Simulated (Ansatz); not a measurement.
Ansatz results at the PBE0-D4/def2-TZVP geometry: size of the dipole moment (ωB97M-V/def2-TZVPP) 0.00 D; HOMO–LUMO gap (PBE/def2-TZVPP) 4.66 eV; HOMO–LUMO gap (ωB97M-V/def2-TZVPP) 10.51 eV.

Each molecule was computed in one conformer, which needn't be the lowest.

Question: Which molecule gave them?
A. `C[Si@@H](O)O[Si@H](O)Cl`
B. `O[SiH2]C#[C][GeH2][OH]`
C. `F[Si](F)(Cl)O[SiH2]Cl`
D. `CO[Si@@H](N)[Si@@H](N)OC`

Answer: D. The others give `C[Si@@H](O)O[Si@H](O)Cl`: 2.06, 6.80, 12.98; `F[Si](F)(Cl)O[SiH2]Cl`: 1.66, 6.88, 13.17; `O[SiH2]C#[C][GeH2][OH]`: 0.70, 5.05, 11.30.
